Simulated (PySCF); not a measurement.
HgCl2, SMILES [Cl][Hg][Cl]. Coordinates come from a PBE-D3(BJ)/def2-TZVP optimisation. The isomer is the one that the SMILES or the coordinates give; other isomers of the formula were not compared. The def2 effective core potentials stand for the cores of Hg; spin–orbit coupling is left out.

Computed equilibrium geometry at PBE-D3(BJ)/def2-TZVP (PySCF confirms it by a frequency run) as bond lengths and angles, and its point group:
point group D∞h.
Atoms: Hg1 Cl2 Cl3. Bonds (Å): Hg1–Cl2 2.275, Hg1–Cl3 2.275. Angles (°): Cl2–Hg1–Cl3 180.0.
